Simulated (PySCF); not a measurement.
Compound: C3F2NO (charge -1).
Cartesian coordinates in Å at the PBE0-D3(BJ)/def2-SVP level; atoms count from 1:
```xyz
7
C3F2NO angstrom
N      2.2097   -0.1428   -1.1640
C      1.2581    0.1120   -0.5276
C      0.1418    0.4528    0.2389
F      0.1224    1.7200    0.7641
C     -0.9596   -0.3652    0.5068
O     -1.9672   -0.1650    1.1455
F     -0.8026   -1.6065   -0.0922
```

Jobs on this species (7 atoms, 52 electrons) with PySCF (density fitting). Hardware of each: one thread, Arm Neoverse N1 (shared host). Other jobs ran on the host; a repeat could differ by tens of per cent or more.

Problem. Rank these jobs by wall time, shortest first.
A. PBE0/pcSseg-1, IEF-PCM methanol; shieldings, charges and field gradients; 119 basis functions
B. PBE0-D3(BJ)/def2-SVP, grid level 1; geometry optimisation from a GFN2-xTB start; 98 basis functions
C. CAM-B3LYP/def2-SVPD, IEF-PCM methanol; 6 singlets by full TDDFT, polarisability; 149 basis functions

Solution. A (13 s), C (21 s), B (42 s).

All jobs:

```csv
level and settings,work,basis functions,SCF cycles,wall time
"PBE0/pcSseg-1, IEF-PCM methanol","shieldings, charges and field gradients",119,16,13 s
"CAM-B3LYP/def2-SVPD, IEF-PCM methanol","6 singlets by full TDDFT, polarisability",149,14,21 s
CAM-B3LYP/def2-SVPD,"6 singlets by full TDDFT, polarisability, dynamic polarisability",149,14,26 s
"PBE0-D3(BJ)/def2-SVP, grid level 1",geometry optimisation from a GFN2-xTB start,98,69,42 s
```

Problem. What do all jobs in the table cost together?

Solution. About 1.7 min; the longest takes about 41 % of that, and about 3.2 times as long as the shortest.
